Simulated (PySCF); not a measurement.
CH3AlF2, charge -1, doublet, at a GFN2-xTB geometry (such geometries of metal compounds can be far from the true shape) (a state made from the parent by changing its charge; the spin is typed, not shown lowest) (in this run its highest filled SCF level lies above zero, so its values depend strongly on the basis, on diffuse functions most of all); PBE0/6-31G* in PySCF.

The PySCF input:
```python
from pyscf import gto, scf, dft

mol = gto.Mole()
mol.atom = '''
    Al   -0.09872105    0.19641926   -0.09578282
    C    -1.57962885   -1.37604475   -0.01850943
    H    -1.23342710   -2.24873298   -0.58545741
    H    -2.57917316   -1.13168583   -0.40383831
    H    -1.71963316   -1.71213550    1.01604952
    F     0.54738745    1.82327043   -0.44471816
    F     1.26298812   -0.62378461    0.59243810
'''
mol.basis = '6-31g*'
mol.charge = -1
mol.spin = 1
mol.verbose = 4
mol.build()

mf = dft.UKS(mol)
mf.xc = 'pbe0'
mf.grids.level = 0
mf.kernel()
```

Task: Predict the main parts of the log of this PySCF run.

Result: 
```
PySCF version 2.14.0

[INPUT] verbose = 4
[INPUT] num. atoms = 7
[INPUT] num. electrons = 41
[INPUT] charge = -1
[INPUT] spin (= nelec alpha-beta = 2S) = 1
[INPUT] symmetry False subgroup None
[INPUT] Mole.unit = angstrom
[INPUT] Symbol           X                Y                Z      unit          X                Y                Z       unit  Magmom
[INPUT]  1 Al    -0.098721050000   0.196419260000  -0.095782820000 AA   -0.186555747229   0.371178606990  -0.181003297239 Bohr   0.0
[INPUT]  2 C     -1.579628850000  -1.376044750000  -0.018509430000 AA   -2.985065904962  -2.600347712646  -0.034977753422 Bohr   0.0
[INPUT]  3 H     -1.233427100000  -2.248732980000  -0.585457410000 AA   -2.330839413617  -4.249489459477  -1.106354162497 Bohr   0.0
[INPUT]  4 H     -2.579173160000  -1.131685830000  -0.403838310000 AA   -4.873930900229  -2.138576277751  -0.763143804507 Bohr   0.0
[INPUT]  5 H     -1.719633160000  -1.712135500000   1.016049520000 AA   -3.249635707120  -3.235467183145   1.920055321796 Bohr   0.0
[INPUT]  6 F      0.547387450000   1.823270430000  -0.444718160000 AA    1.034412364524   3.445481763718  -0.840395525021 Bohr   0.0
[INPUT]  7 F      1.262988120000  -0.623784610000   0.592438100000 AA    2.386701645379  -1.178782073619   1.119545754758 Bohr   0.0

nuclear repulsion = 146.454738105114
number of shells = 32
number of NR pGTOs = 144
number of NR cGTOs = 66
basis = 6-31g*
ecp = {}

******** <class 'pyscf.dft.uks.UKS'> ********
method = UKS
initial guess = minao
damping factor = 0
level_shift factor = 0
DIIS = <class 'pyscf.scf.diis.CDIIS'>
diis_start_cycle = 1
diis_space = 8
diis_damp = 0
SCF conv_tol = 1e-09
SCF conv_tol_grad = None
SCF max_cycles = 50
direct_scf = True
direct_scf_tol = 1e-13
number electrons alpha = 21  beta = 20
XC library pyscf.dft.libxc version 7.1.2
    S. Lehtola, C. Steigemann, M. J. T. Oliveira, and M. A. L. Marques,  SoftwareX 7, 1–5 (2018)
XC functionals = pbe0
    C. Adamo and V. Barone,  J. Chem. Phys. 110, 6158 (1999)
    M. Ernzerhof and G. E. Scuseria,  J. Chem. Phys. 110, 5029 (1999)
radial grids:
    Treutler-Ahlrichs [JCP 102, 346 (1995); DOI:10.1063/1.469408] (M4) radial grids

becke partition: Becke, JCP 88, 2547 (1988); DOI:10.1063/1.454033
pruning grids: <function nwchem_prune>
grids dens level: 0
symmetrized grids: False
atomic radii adjust function: <function treutler_atomic_radii_adjust>
small_rho_cutoff = 0
Set gradient conv threshold to 3.16228e-05
tot grids = 6744
init E= -481.524696143091

cycle= 1 E= -481.577774620457  delta_E= -0.0531  |g|= 0.701  |ddm|= 1.75
cycle= 2 E= -481.293719645175  delta_E= 0.284  |g|= 1.16  |ddm|= 1.64
cycle= 3 E= -481.762740018199  delta_E= -0.469  |g|= 0.106  |ddm|= 0.881
cycle= 4 E= -481.767585870133  delta_E= -0.00485  |g|= 0.0416  |ddm|= 0.14
cycle= 5 E= -481.768426391953  delta_E= -0.000841  |g|= 0.00853  |ddm|= 0.0568
cycle= 6 E= -481.768463100652  delta_E= -3.67e-05  |g|= 0.00433  |ddm|= 0.0198
cycle= 7 E= -481.768473741764  delta_E= -1.06e-05  |g|= 0.00105  |ddm|= 0.00851
cycle= 8 E= -481.76847552647  delta_E= -1.78e-06  |g|= 0.000236  |ddm|= 0.00602
cycle= 9 E= -481.768475611786  delta_E= -8.53e-08  |g|= 4.14e-05  |ddm|= 0.00132
cycle= 10 E= -481.768475613679  delta_E= -1.89e-09  |g|= 9.32e-06  |ddm|= 0.000132
cycle= 11 E= -481.76847561377  delta_E= -9.12e-11  |g|= 3.61e-06  |ddm|= 3.19e-05
Extra cycle  E= -481.768475613782  delta_E= -1.18e-11  |g|= 2.73e-06  |ddm|= 1.08e-05
converged SCF energy = -481.768475613782  <S^2> = 0.75321863  2S+1 = 2.003216
```
